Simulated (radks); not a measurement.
Results of a calculation; reference values are marked as such.
Charge is removed step by step from the 5d down level of the osmium ion Os+, starting from [Xe] 4f14 5d(up 5, down 1) 6s1. Code: a radial shooting solver on a logarithmic mesh with Libxc functionals. Model: scalar-relativistic Kohn-Sham, BLYP, spin-polarised, spherical densities, finite nucleus; open shells are filled with parallel spins first (spin-orbit coupling, left out, can overturn this in heavy ions); Fermi nuclear charge, rms radius 5.4126 fm.

removed (e)  E - E(0) (eV)  eigenvalue (eV)  E minus straight line (eV)
0                    0.000          -12.406                       0.000
0.25                 3.412          -14.910                      -0.977
0.5                  7.462          -17.505                      -1.317
0.75                12.171          -20.182                      -0.998
1                   17.558          -22.928                       0.000

Removing the whole electron costs 17.558 eV by Delta-SCF, against 12.406 eV from minus the eigenvalue at the starting occupation. Slater's transition state (half an electron removed) gives 17.505 eV. Integrating minus the eigenvalue over the occupation (Janak's theorem) gives 17.559 eV. In this scalar-relativistic scheme the density is built from large components alone, so the theorem holds only approximately. The mean slope of the eigenvalue, de/dn, is 10.5 eV per electron.
